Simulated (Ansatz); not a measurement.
`C[NH][Al]([F])[Br]` + H₂O → `C[NH][Al]([OH])[F]` + HBr  (formal hydrolysis of the Al–Br bond)

Program: Ansatz. Geometries: PBE0-D4/def2-TZVP. ΔE: electronic, gas phase. CBS: MP2 limit from def2 TZ/QZ plus the TZ coupled-cluster correction, frozen cores. This one scheme is used for every species. DFT in def2-TZVPP. B3LYP here is the variant with VWN-RPA as its local correlation; programs differ in this. For Br outer-core shells are correlated without core-valence functions, which leaves a few kJ/mol of doubt a bond. Scalar relativity is left out up to krypton. Each species was taken in one conformer, which may not be the lowest.

| level | ΔE (kcal/mol) | difference from CCSD(T)/CBS |
| --- | --- | --- |
| PBE-D4 | 7.0 | -0.4 |
| r2SCAN-D4 | 6.6 | -0.8 |
| PBE0-D4 | 7.9 | 0.5 |
| B3LYP-D4 | 5.5 | -1.9 |
| ωB97X-V | 6.3 | -1.1 |
| ωB97M-V | 6.4 | -1.0 |
| B2PLYP | 5.4 | -2.0 |
| PBE | 6.7 | -0.7 |
| r2SCAN | 6.5 | -0.9 |
| PBE0 | 7.6 | 0.2 |
| B3LYP | 4.9 | -2.5 |
| HF/def2-TZVPP | 7.1 | -0.3 |
| MP2/def2-TZVPP | 6.7 | -0.7 |
| SCS-MP2/def2-TZVPP | 5.9 | -1.5 |
| CCSD/def2-TZVPP | 5.9 | -1.5 |
| CCSD(T)/def2-TZVPP | 6.1 | -1.3 |
| HF/def2-QZVPP | 6.9 | -0.5 |
| MP2/def2-QZVPP | 7.4 | 0.0 |
| SCS-MP2/def2-QZVPP | 6.5 | -0.9 |
| HF/CBS(def2) | 6.8 | -0.6 |
| MP2/CBS(def2) | 8.0 | 0.6 |
| CCSD/CBS(def2) | 7.2 | -0.2 |
| CCSD(T)/CBS | 7.4 | 0 |

Largest T1 diagnostic among the species: 0.011.

From PBE to PBE0 (25 % exact exchange), in def2-TZVPP and without D4, ΔE moves by +0.9 kcal/mol.
